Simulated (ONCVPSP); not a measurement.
Potentials for rhodium compared

Generated with ld1.x 7.5 (TM, RRKJ, ultrasoft, PAW), atompaw 4.2 or ONCVPSP 4.0.1. The cutoff is in Ry: for ld1.x and atompaw files where the sum of valence levels is converged to 10 mRy in a Bessel basis, for ONCV files where the hardest occupied wave has 1 mHa per electron of residual kinetic energy. The error is the largest all-electron minus pseudo excitation energy over each file’s own four to seven test configurations (ionisations up to +4, promotions, holes and added fractions of an electron), all of which were solved. The labels leave out finer settings (local radius, basis sizes, second energies), which also bear on the numbers. Spin-polarised tests are not counted. The rows are a selection from randomly drawn settings: files with unsolved tests, undetermined cutoffs or missed reference levels are left out.

A true bound ghost makes a file unfit for plane-wave use even where its test errors are small: the radial tests pick states by their node count and pass the ghost by.

| potential | cutoff (Ry) | largest error (meV) | bound ghosts |
| --- | --- | --- | --- |
| ONCV, LDA (Perdew-Wang 92), scalar-relativistic, rc 1.92/1.86/1.52 (spd), local smoothed, core correction yes, reference 4s2 4p6 4d7 5s2, qcut 5.5/9.5/7.2, projectors 3/2/2 | 54 | -12 | none |
| ONCV, LDA (Perdew-Zunger), fully relativistic, rc 1.55/1.70/1.40 (spd), local smoothed, core correction yes, reference 4s2 4p6 4d8 5s1, qcut 8.3/6.6/6, projectors 2/2/3 | 185 | +30 | none |
| ONCV, PBEsol, fully relativistic, rc 2.20/1.05/2.05 (spd), local smoothed, core correction yes, reference 4p6 4d8 5s1, qcut 2.6/8.5/6.7, projectors 3/1/3 | 107 | +97 | s |
| ONCV, PBE, scalar-relativistic, rc 1.35/1.50/1.20/1.50 (spdf), local smoothed, core correction no, reference 4s2 4p6 4d6, qcut 10.1/8.8/9.1/7.8, projectors 2/3/2/2 | 69 | +7.8 | none |

Problem. Fill in the row for Rh: ONCV, BLYP, scalar-relativistic, rc 1.70/2.05/1.50 (spd), local smoothed, core correction yes, reference 4s2 4p6 4d8 5p1, qcut 7.8/7.3/5.8, projectors 2/2/2.

Solution. cutoff 170 Ry, largest error +2.5 meV, bound ghosts: none.
